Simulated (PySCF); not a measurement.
**C4H9ClO2S: calculation and literature**

Cartesian coordinates in Å; atom numbers follow the order of the lines, from 1:
```xyz
17

C     4.291    2.793    4.859
C     4.245    3.328    3.437
C     2.898    3.054    2.767
C     5.409    2.859    2.579
S     4.296    5.167    3.519
O     4.371    5.709    2.177
O     3.305    5.640    4.464
Cl    6.181    5.510    4.419
H     4.199    1.697    4.822
H     3.463    3.194    5.460
H     5.240    3.043    5.352
H     2.771    1.964    2.682
H     2.857    3.488    1.758
H     2.066    3.454    3.362
H     5.338    1.767    2.462
H     6.374    3.095    3.048
H     5.377    3.321    1.583
```

Measured values that the calculation should reproduce: δ $^{13}$C C2 74.2; C1/C3/C4 24.5 ppm (measured; solution, not stated per compound (mostly CDCl3 or CCl4); Pretsch, Buehlmann, Badertscher, Structure Determination of Organic Compounds, 4th ed. (2009)).

- geometry: PBE0-D3(BJ)/def2-SVP
- shielding tensors at PBE0/pcSseg-1 (GIAO)
- run in PySCF
- averaged over atoms made equivalent by symmetry, fast rotation or ring inversion, in vacuum, no relativistic terms, single conformer

Task: What does the calculation give, and how does it compare?

Result: 
Reference values: measured (solution, not stated per compound (mostly CDCl3 or CCl4); Pretsch, Buehlmann, Badertscher, Structure Determination of Organic Compounds, 4th ed. (2009)).
| atoms | quantity | reference | computed | computed, scaled |
| --- | --- | --- | --- | --- |
| C2 | δ $^{13}$C | 74.2 | 81.0 | 77.7 |
| C1/C3/C4 | δ $^{13}$C | 24.5 | 25.2 | 23.7 |

Computed shifts are σ(ref) − σ with the named reference compound (TMS for H and C) calculated as an isolated molecule at the same level. The measured values may be among those fitted. Empirical linear scaling, fitted to shifts measured mostly in CDCl3 for H and C (δ vs TMS): $^{13}$C (scatter 1.9 ppm rms, 2.3 ppm with the 23 outliers that the fit left out). Occasional misses reach two or three times the rms, and more in compound classes unlike the fitted ones.

Task: How far are the unscaled $^{13}$C shifts from the references?

Result: Mean signed difference +3.75 ppm, mean absolute 3.75 ppm over 2 comparisons; the largest is +6.8 ppm at C2 (fully substituted sp3 carbon bonded to S).
